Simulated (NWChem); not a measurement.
Program: NWChem. System: BrCl, charge 0, spin multiplicity 1, displaced from the optimised geometry.

Input file:

```
start mol
memory heap 100 mb stack 700 mb global 1900 mb
geometry units angstroms nocenter noautoz noautosym
  Cl     0.000000     0.000000     1.301957
  Br     0.000000     0.000000    -0.717681
end
basis spherical
  * library def2-svp
end
scf
  rhf
  nopen 0
  maxiter 100
  thresh 1e-7
  semidirect memsize 60000000 filesize 0
end
tce
  freeze core 14
  cr-ccsd(t)
  2eorb
  2emet 13
  thresh 1e-6
  maxiter 100
  tilesize 24
end
task tce energy
```

The output up to the point where the run's verdict is printed (cleaned and shortened):

```
             Northwest Computational Chemistry Package (NWChem) 7.3.0
             --------------------------------------------------------

                                NWChem Input Module
                                -------------------

 Scaling coordinates for geometry "geometry" by  1.889725989
 (inverse scale =  0.529177249)

                             Geometry "geometry" -> ""
                             -------------------------

 Output coordinates in angstroms (scale by  1.889725989 to convert to a.u.)

  No.       Tag          Charge          X              Y              Z
 ---- ---------------- ---------- -------------- -------------- --------------
    1 Cl                  17.0000     0.00000000     0.00000000     1.30195700
    2 Br                  35.0000     0.00000000     0.00000000    -0.71768100

 Effective nuclear repulsion energy (a.u.)     155.8994548304

            Nuclear Dipole moment (a.u.)
            ----------------------------
        X                 Y               Z
 ---------------- ---------------- ----------------
     0.0000000000     0.0000000000    -5.6419016608


 Summary of "ao basis" -> "" (spherical)
 ------------------------------------------------------------------------------
       Tag                 Description            Shells   Functions and Types
 ---------------- ------------------------------  ------  ---------------------
 *                          def2-svp                  on all atoms

 Summary of "ao basis" -> "ao basis" (spherical)
 ------------------------------------------------------------------------------
       Tag                 Description            Shells   Functions and Types
 ---------------- ------------------------------  ------  ---------------------
 Cl                         def2-svp                 8       18   4s3p1d
 Br                         def2-svp                12       32   5s4p3d

                                 NWChem SCF Module
                                 -----------------

  ao basis        = "ao basis"
  functions       =    50
  atoms           =     2
[...]
     2   2 0 0    -23.075426      0.000000      0.000000
     2   1 1 0     -0.000000      0.000000      0.000000
     2   1 0 1     -0.000000      0.000000      0.000000
     2   0 2 0    -23.075426      0.000000      0.000000
     2   0 1 1     -0.000000      0.000000      0.000000
     2   0 0 2    -20.673551      0.000000    167.282491

                   NWChem Extensible Many-Electron Theory Module
                   ---------------------------------------------


            General Information
            -------------------
      Number of processors :     1
         Wavefunction type : Restricted Hartree-Fock
          No. of electrons :    52
           Alpha electrons :    26
            Beta electrons :    26
           No. of orbitals :   100
            Alpha orbitals :    50
             Beta orbitals :    50
        Alpha frozen cores :    14
         Beta frozen cores :    14
     Alpha frozen virtuals :     0
      Beta frozen virtuals :     0
         Spin multiplicity : singlet
    Number of AO functions :    50
       Number of AO shells :    20
        Use of symmetry is : off
      Symmetry adaption is : off
         Schwarz screening : 0.10D-09

          Correlation Information
          -----------------------
          Calculation type : Coupled-cluster singles & doubles w/ perturbation
   Perturbative correction : Completely renormalized (T)
            Max iterations :      100
        Residual threshold : 0.10D-05
     T(0) DIIS level shift : 0.00D+00
     L(0) DIIS level shift : 0.00D+00
     T(1) DIIS level shift : 0.00D+00
     L(1) DIIS level shift : 0.00D+00
     T(R) DIIS level shift : 0.00D+00
     T(I) DIIS level shift : 0.00D+00
   CC-T/L Amplitude update :  5-th order DIIS
                I/O scheme : Global Array Library
        L-threshold :  0.10D-05
        EOM-threshold :  0.10D-05
 no EOMCCSD initial starts read in
 TCE RESTART OPTIONS
 SLICE:      F
 D4D5:       F
 quantumc:   F
 qrotation:  F
 pwtce:      F
 qducc:      F
 nacto:                         0
 nrotv:                         0
 nrot:                          0

            Memory Information
            ------------------
          Available GA space size is     249034300 doubles
          Available MA space size is     104853700 doubles

 Maximum block size supplied by input
 Maximum block size        24 doubles

 tile_dim =     24

 -------------------------------------------------

 Global array virtual files algorithm will be used

 Parallel file system coherency ......... OK

 4-electron integrals stored in orbital form

 v2    file size   =           725760
 4-index algorithm nr.  13 is used
 imaxsize =       30
 imaxsize ichop =        0


CCSD iterations
 ---------------------------------------------------------
 Iter          Residuum       Correlation     Cpu    Wall
 ---------------------------------------------------------
    1   0.1366472865388  -0.3618354969951     0.1     0.1
    2   0.0297245685312  -0.3709796967508     0.1     0.1
    3   0.0097620613596  -0.3756925087367     0.1     0.1
    4   0.0036559838047  -0.3765174405281     0.1     0.1
    5   0.0015246100520  -0.3768798009365     0.1     0.1
    6   0.0004298544999  -0.3770437831695     0.1     0.1
    7   0.0002144964133  -0.3770595656516     0.1     0.1
    8   0.0001233761839  -0.3770621769016     0.1     0.1
    9   0.0000720918984  -0.3770626679666     0.1     0.1
   10   0.0000424820644  -0.3770632553727     0.1     0.1
   11   0.0000029560973  -0.3770639269379     0.1     0.1
   12   0.0000010257648  -0.3770641010322     0.1     0.1
   13   0.0000005054300  -0.3770641235184     0.1     0.1
 -----------------------------------------------------------------
 Iterations converged
 CCSD correlation energy / hartree =        -0.377064123518372
 CCSD total energy / hartree       =     -3031.791022421738489

 Singles contributions

 Doubles contributions
 CR-CCSD(T)
```

The run crashed. NWChem stopped with the message: ccsd_t 2.
